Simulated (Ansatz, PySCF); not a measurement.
C₃H₆BFO, SMILES C=C(F)B(C)O. Atoms are numbered in the order given.

```xyz
12

C      1.8776     0.6316     0.1300
C      0.7301     0.0014     0.3918
F      0.6534    -0.7994     1.4743
B     -0.5926     0.0956    -0.4568
C     -1.8726    -0.7043    -0.0228
O     -0.5307     0.8961    -1.5506
H      2.7566     0.5158     0.7696
H      1.9353     1.2785    -0.7465
H     -2.7434    -0.5716    -0.6831
H     -2.1624    -0.4152     1.0013
H     -1.6374    -1.7802     0.0349
H     -1.3593     0.9244    -2.0386
```
Charge 0, spin multiplicity 1.

Geometry optimised at PBE0-D3(BJ)/def2-SVP. This is a generated structure with no PubChem entry under its InChIKey; it may be hypothetical. Other conformers were not sampled.

Two levels are set side by side: PBE-D3(BJ)/def2-SVP (Ansatz, a quantum-chemistry and plane-wave program) and PBE0-D3(BJ)/def2-SVP (Ansatz). Each level has its own optimised geometry; the coordinates shown are those of the second. Frequencies come from the Hessian of PySCF at each geometry. Differences are taken from unrounded values.

```csv
quantity,PBE0-D3(BJ),PBE-D3(BJ),PBE-D3(BJ) minus PBE0-D3(BJ)
mean bond length (Å),1.240,1.249,0.009
bond C1–C2 (Å),1.335,1.347,0.012
bond C2–F3 (Å),1.349,1.364,0.015
bond C2–B4 (Å),1.574,1.579,0.004
bond B4–C5 (Å),1.571,1.577,0.006
bond B4–O6 (Å),1.357,1.369,0.012
bond C1–H7 (Å),1.093,1.101,0.008
bond C1–H8 (Å),1.091,1.099,0.008
bond C5–H9 (Å),1.101,1.109,0.008
bond C5–H10 (Å),1.103,1.111,0.008
bond C5–H11 (Å),1.103,1.111,0.008
bond O6–H12 (Å),0.962,0.974,0.012
highest harmonic wavenumber (cm⁻¹),3911,3736,-176
mean harmonic wavenumber (cm⁻¹),1331,1286,-45
zero-point energy (kcal/mol),57.10,55.15,-1.95
```

Exact exchange shortens and stiffens bonds; PBE has none. Differences between two approximate levels are no errors against the true value.
